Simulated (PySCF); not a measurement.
Ge(Br)(OMe) (CH3BrGeO), SMILES C[O][Ge][Br] (connectivity only; charge and spin as stated), neutral, multiplicity 1.

Geometry: PBE0-D3(BJ)/def2-SVP. The structure was generated by enumeration; whether it is a known compound was not checked. The values are those of a single conformer.

Level of theory: HF/def2-TZVP in PySCF.

Isolated molecule, no solvent.

Computed frontier levels, gap, dipole moment and polarisability:
The highest occupied level is -10.13 eV. The lowest empty level comes out as 0.66 eV, the orbital gap is 10.79 eV and the dipole moment is 1.44 D. The quadrupole, principal values (traceless, Buckingham form, about the centre of nuclear charge) comes out as -7.12, 3.21, 3.91 D·Å and the mean static polarisability comes out as 63.0 bohr³ (9.33 Å³). The polarisability, principal values is 48.5, 63.2, 77.1 bohr³.
